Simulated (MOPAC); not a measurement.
A run for MOPAC: AM1 on AlC, 2S+1 = 4, a spin state set in the input, which need not be the lowest, a point of a bond scan (R = 1.975 Å).

```
AM1 1SCF PRECISE CHARGE=0 UHF MS=1.5 THREADS=1
CAl

C      0.00000000 1     0.00000000 1     0.00000000 1
Al     0.00000000 1     0.00000000 1     1.97463600 1
```

Output:

```
*******************************************************************************
 **                                                                           **
 **                              MOPAC v23.2.5                                **
 **                                                                           **
 *******************************************************************************
 ** MOPAC's Digital Object Identifier: https://doi.org/10.5281/zenodo.6511958 **
 **                                                                           **
 ** Please cite the open-source release paper for use of this MOPAC version:  **
 ** J. E. Moussa and J. J. P. Stewart (2026)                                  **
 ** MOPAC: An open-source semiempirical molecular orbital program             **
 ** J. Open Source Softw., 11(119), 8025, https://doi.org/10.21105/joss.08025 **
 *******************************************************************************

                              AM1 CALCULATION RESULTS

 *******************************************************************************
 *  AM1        - The AM1 Hamiltonian to be used
 *  UHF        - UNRESTRICTED HARTREE-FOCK CALCULATION
 *
 *
 *
 *                 CHARGE ON SYSTEM = 0
 *
 *
 *
 *  MS=        - IN MECI, MAGNETIC COMPONENT OF SPIN =  1.5
 *  PRECISE    - TIGHTER CRITERIA TO BE USED
 *  1SCF       - DO 1 SCF AND THEN STOP
 *  THREADS=1  - MULTI-THREADING NOT USED
 *  T=         - A TIME OF 172800.0 SECONDS REQUESTED
 *  DUMP=N     - RESTART FILE WRITTEN EVERY 7200.0 SECONDS REQUESTED
 *******************************************************************************
AM1 1SCF PRECISE CHARGE=0 UHF MS=1.5 THREADS=1
 CAl

   ATOM   CHEMICAL          X               Y               Z
  NUMBER   SYMBOL      (ANGSTROMS)     (ANGSTROMS)     (ANGSTROMS)

     1       C          0.00000000  *   0.00000000  *   0.00000000  *
     2      Al          0.00000000  *   0.00000000  *   1.97463600  *



          CARTESIAN COORDINATES

    NO.       ATOM           X           Y           Z

     1         C          0.0000      0.0000      0.0000
     2        Al          0.0000      0.0000      1.9746

  C: (AM1): M.J.S. DEWAR ET AL, J. AM. CHEM. SOC. 107 3902-3909 (1985)
 Al: (AM1): M. J. S. Dewar, A. J. Holder, Organometallics, 9, 508-511 (1990).

           Empirical Formula: C Al  =     2 atoms



      MOLECULAR POINT GROUP   :   C*v


          UHF CALCULATION, NO. OF ALPHA ELECTRONS =    5
                           NO. OF BETA  ELECTRONS =    2

 -------------------------------------------------------------------------------
 AM1 1SCF PRECISE CHARGE=0 UHF MS=1.5 THREADS=1
 CAl



     1SCF WAS SPECIFIED, SO BFGS WAS NOT USED
     SCF FIELD WAS ACHIEVED


                              AM1 CALCULATION
                                                       MOPAC v23.2.5 Linux




          FINAL HEAT OF FORMATION =        165.14783 KCAL/MOL =     690.97852 KJ/MOL


          COSMO AREA              =         89.49 SQUARE ANGSTROMS
          COSMO VOLUME            =         76.05 CUBIC ANGSTROMS

          IONIZATION POTENTIAL    =          8.622787 EV
          ALPHA SOMO LUMO (EV)    =         -8.623 -0.400
          BETA  SOMO LUMO (EV)    =         -9.386 -0.837
          NO. OF ALPHA ELECTRONS  =          5
          NO. OF BETA  ELECTRONS  =          2
          MOLECULAR WEIGHT        =         38.9925         POINT GROUP:  C*v

          MOLECULAR DIMENSIONS (Angstroms)

            Atom       Atom       Distance
           Al     2    C     1     1.97464
           Al     2    C     1     0.00000
            C     1   Al     2     0.00000


          SCF CALCULATIONS        =          1





   ATOM   CHEMICAL          X               Y               Z
  NUMBER   SYMBOL      (ANGSTROMS)     (ANGSTROMS)     (ANGSTROMS)

     1       C          0.00000000  *   0.00000000  *   0.00000000  *
     2      Al          0.00000000  *   0.00000000  *   1.97463600  *

                             CARTESIAN COORDINATES

   1    C        0.000000000     0.000000000     0.000000000
   2   Al        0.000000000     0.000000000     1.974636000


           Empirical Formula: C Al  =     2 atoms



      MOLECULAR POINT GROUP   :   C*v


          ALPHA EIGENVALUES
 -23.39633 -11.53582  -9.59017  -9.59017  -8.62279  -0.40044  -0.40044   2.07884


           BETA EIGENVALUES
 -17.59541  -9.38646  -0.83716  -0.83716   0.79686   3.04281   3.04281   3.72725


              NET ATOMIC CHARGES AND DIPOLE CONTRIBUTIONS

  ATOM NO.   TYPE          CHARGE      No. of ELECS.   s-Pop       p-Pop
    1          C          -0.448795        4.4488     1.71695     2.73184
    2         Al           0.448795        2.5512     1.86977     0.68144
 DIPOLE           X         Y         Z       TOTAL
 POINT-CHG.     0.000     0.000     4.257     4.257
 HYBRID         0.000     0.000    -3.061     3.061
 SUM            0.000     0.000     1.196     1.196


          ATOMIC ORBITAL ELECTRON POPULATIONS

     Atom    s        px        py        pz
    1  C   1.71695   0.93307   0.93307   0.86570
    2 Al   1.86977   0.06693   0.06693   0.54758


                    (SZ)    =    1.500000
                    (S**2)  =    3.756324


          ATOMIC ORBITAL SPIN POPULATIONS

    Atom   Total    s     px     py     pz
         Atomic
    1  C  2.7993  0.148  0.933  0.933  0.785
    2 Al  0.2007 -0.014  0.067  0.067  0.081

 **********************
 *                    *
 * JOB ENDED NORMALLY *
 *                    *
 **********************




 == MOPAC DONE ==
```

The run finished.

Cost: roughly 0.03 core-seconds.
